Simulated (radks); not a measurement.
Task: Tc I, 43 electrons, occupied as [Ar] 3d10 4s2 4p5 4d6 5s2 (not the ground configuration). All-electron calculation, Dirac Kohn-Sham, PBEsol, spin-unpolarised, spherical densities, point nucleus; open shells fill j = l - 1/2 first. Program: a radial shooting solver on a logarithmic mesh with Libxc functionals. Some entries of the table are withheld. Estimate them.

orbital,occ.,eigenvalue (hartree),<r^2> (bohr^2),<1/r> (bohr^-1)
1s1/2,2,(1),0.001587,44.69
2s1/2,2,-109.3762,0.02634,10.20
2p1/2,2,(2),0.01984,(3)
2p3/2,4,(4),0.02120,(5)
3s1/2,2,-19.11891,0.1978,3.506
3p1/2,2,-15.85585,(6),3.407
3p3/2,4,-15.12931,(7),3.284
3d3/2,4,-9.35028,0.1892,3.102
3d5/2,6,-9.21055,0.1923,3.070
4s1/2,2,-2.74634,1.257,(8)
4p1/2,2,-1.78675,1.502,1.185
4p3/2,3,-1.67615,1.582,1.149
4d3/2,4,-0.27941,3.394,0.8145
4d5/2,2,-0.26827,3.485,0.8043
5s1/2,2,-0.18949,12.07,0.3966
5p1/2,0,-0.05397,(9),0.2823
5p3/2,0,-0.04871,(10),0.2716

Result: 
(1) 1s1/2 eigenvalue (hartree): -766.1899
(2) 2p1/2 eigenvalue (hartree): -100.8870
(3) 2p1/2 <1/r> (bohr^-1): 10.18
(4) 2p3/2 eigenvalue (hartree): -96.54445
(5) 2p3/2 <1/r> (bohr^-1): 9.666
(6) 3p1/2 <r^2> (bohr^2): 0.1950
(7) 3p3/2 <r^2> (bohr^2): 0.2050
(8) 4s1/2 <1/r> (bohr^-1): 1.305
(9) 5p1/2 <r^2> (bohr^2): 24.60
(10) 5p3/2 <r^2> (bohr^2): 26.52
